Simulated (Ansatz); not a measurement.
Relaxation of Cl3H6SiW (11 atoms, charge 0, multiplicity 2), to a largest force component of 0.03 eV/Å in at most 50 steps.

The calculation used Ansatz 0.2.0, UHF/def2-SVP.

```xyz
11
Properties=species:S:1:pos:R:3
W 0.137 0.336 -0.112
H -0.728 0.751 1.307
Cl 1.989 1.260 1.084
H -0.463 1.877 -0.314
H -1.532 0.252 -0.311
Cl -0.275 -1.664 1.630
Cl 0.708 -0.934 -2.023
Si 0.153 -0.732 3.393
H -0.735 -1.443 4.331
H 1.566 -1.080 3.649
H -0.148 0.707 3.327
```

Problem. Where does it end, and by what steps?

Solution. It converged. After 36 steps the energy has fallen by 1.278 eV; H2 moved furthest, 2.46 Å.

```csv
step,energy less start (eV),largest force component (eV/Å),accepted
0,0.0000,2.218,yes
2,-0.3806,0.237,yes
4,-0.5247,0.414,yes
6,-0.6773,0.759,yes
8,-0.7804,0.622,yes
10,-0.8190,0.209,yes
12,-0.8266,0.031,yes
14,-0.8290,0.061,yes
16,-0.8304,0.030,yes
18,-0.8369,0.257,yes
20,-0.8871,0.632,yes
22,-1.0689,0.442,yes
24,-1.2076,0.214,yes
26,-1.2632,0.158,yes
28,-1.2682,0.035,yes
30,-1.2717,0.101,yes
32,-1.2746,0.113,yes
34,-1.2767,0.079,yes
36,-1.2776,0.026,yes
```

```xyz
11
Properties=species:S:1:pos:R:3
W -0.050 0.737 -0.295
H -1.138 1.868 -0.841
Cl 1.426 1.458 1.335
H 0.421 1.902 -1.384
H -1.599 0.677 0.354
Cl -0.193 -1.835 1.900
Cl 0.281 -1.049 -1.703
Si 0.307 -1.198 3.838
H -0.168 -2.249 4.756
H 1.768 -1.055 3.912
H -0.386 0.074 4.091
```

Whether the end is a true minimum wasn't checked by a vibrational analysis.

The run took 2.7 min on 4 threads of Arm Neoverse V1, on a shared host, peak memory 0.52 GiB.
